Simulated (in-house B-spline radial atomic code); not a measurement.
One electron outside the [Ar] 3d10 core: the krypton ion Kr⁷⁺

Computed with a B-spline radial code for spherical atoms, no-pair Dirac-Coulomb Hamiltonian, finite nucleus. Rungs: frozen-core Dirac-Hartree-Fock (DHF); Brueckner orbitals from the second-order correlation potential; the same with the Coulomb interaction screened by the core and the hole-particle interaction summed; Breit and QED terms from differences of relaxed Dirac-Fock atoms, where computed. Partial waves beyond l = 6 are extrapolated. The tables show a selection of states; those near core-excited levels, with erratic corrections or far from their DHF start are never shown.

Command:
```bash
python run_mb.py task.json out
```
Settings (nuclear radius in fm, box in bohr, cutoff in hartree):
```
basis_form          2
Z                   36
core_configuration  [Ar] 3d10
rms_radius          4.1884
mass_number         84
speed_of_light      137.036
box_radius          26.4
lmax                6
intervals           66
virtual_cutoff      2592.0
```

Cost of the run: 110 s on 1 thread of Intel(R) Xeon(R) Platinum 8259CL CPU @ 2.50GHz, with other jobs on the host.

Removal energies (eV):

```
state      DHF  second order  screened  Breit + QED    final
4s1/2  124.588       125.961   125.855      -0.0722  125.783
4p1/2  106.951       108.104   108.031      -0.0552  107.976
4p3/2  105.758       106.866   106.798      -0.0349  106.763
4d3/2  78.7362             ?         ?            ?        ?
4d5/2  78.5684       79.2845   79.2628     -0.00127  79.2615
5s1/2   64.622             ?         ?            ?        ?
5p1/2   57.647       58.0764    58.034      -0.0215  58.0125
5p3/2  57.1829          57.6   57.5597      -0.0136  57.5461
4f7/2  55.6336       56.0374   56.0397            -        -
4f5/2  55.6291        56.034   56.0363            -        -
```

Problem. What does correlation do to 4d3/2?

Solution. It adds 0.7214 eV to the removal energy in second order and 0.7002 eV with screening; Breit and QED add -0.00854 eV, for a final 79.4279 eV.

Problem. What does correlation do to 5s1/2?

Solution. It adds 0.4843 eV to the removal energy in second order and 0.4301 eV with screening; Breit and QED add -0.0264 eV, for a final 65.0257 eV.

Problem. How does the lowest state compare with the NIST ionisation energy?

Solution. 4s1/2 is bound by 125.783 eV, without recoil; NIST lists 125.802 ± 0.003 eV (measured), a difference of -0.019 eV.

Electric-dipole lines from 4s1/2 (reduced matrix elements in atomic units, length form, static core polarisation, sign of DHF taken positive):

| upper | DHF | + core polarisation | + Brueckner | λ (nm) | A (s⁻¹) |
| --- | --- | --- | --- | --- | --- |
| 4p1/2 | 1.135 | 1.062 | 1.053 | 69.627 | 3.33e+09 |
| 4p3/2 | 1.61 | 1.507 | 1.494 | 65.187 | 4.08e+09 |

Magnetic hyperfine constants per unit nuclear g factor (MHz, nucleus as a uniformly magnetised ball; they apply to isotopes with nuclear spin):

```tsv
state	DHF	+ core polarisation	+ Brueckner
4s1/2	33180	36110	37360
4p1/2	8479	9249	9624
4p3/2	1509	1658	1725
5s1/2	12140	13130	13400
5p1/2	3301	3588	3677
5p3/2	591.3	641	656.7
```

Problem. What is the static scalar polarisability of 4s1/2?

Solution. 1.844 bohr³: 0.2021 from the core and 1.642 from the valence electron, Pauli blocking included.
